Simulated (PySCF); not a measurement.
# Spin states and ions at one geometry of [BiCl4]+

PySCF 2.14.0, RKS PBE, Bi def2-SVP with ECP60, Cl def2-SVP; non-relativistic Hamiltonian with scalar-relativistic core potentials where named; density fitting; no spin-orbit coupling; singlets restricted, open shells unrestricted. The geometry is relaxed for charge +1, singlet, vacuum:

```xyz
5

Bi    0.0052    0.2515    0.0000
Cl   -0.0240   -1.1570    1.9645
Cl   -0.0240   -1.1570   -1.9645
Cl    2.0097    1.6041    0.0000
Cl   -1.9413    1.6862    0.0000
```

Energies count from the relaxed state; an electron taken off or put on is at rest in vacuum. Charges and spins are Mulliken's.

Question: Order these states by energy, lowest first.
A. charge +1, singlet, vacuum
B. charge +1, triplet, vacuum
C. charge 0, doublet, vacuum
D. charge +2, doublet, vacuum

Answer: C (-9.29 eV), A (0.00 eV), B (1.35 eV), D (16.06 eV).

Question: How do charge and spin on the first atom follow?

Answer: 
| state | spin squared | charge on Bi1 (e) | spin on Bi1 (e) | dipole about the centre of mass (D) |
| --- | --- | --- | --- | --- |
| charge +1, singlet, vacuum | 0.00 | 1.02 | 0.00 | 0.03 |
| charge +1, triplet, vacuum | 2.00 | 0.97 | 0.06 | 0.25 |
| charge +2, doublet, vacuum | 0.75 | 1.08 | -0.05 | 0.01 |
| charge 0, doublet, vacuum | 0.75 | 0.91 | 0.11 | 0.03 |

With an electron taken off (doublet) the charges change, summed by element, by Bi +0.06 e, Cl +0.94 e. The vertical ionisation energy is 16.06 eV, against −ε(HOMO) = 13.40 eV of the relaxed state. The level lies 2.7 eV too high, as is usual for semilocal functionals and global hybrids, which keep a self-interaction error.

With an electron put on (doublet) the charges change, summed by element, by Bi -0.11 e, Cl -0.89 e. The vertical electron affinity is 9.29 eV, against −ε(LUMO) = 12.01 eV of the relaxed state.

Open shells may have lower solutions than those found. Hard to converge, so the more doubtful: charge +1, triplet, vacuum; charge +2, doublet, vacuum.
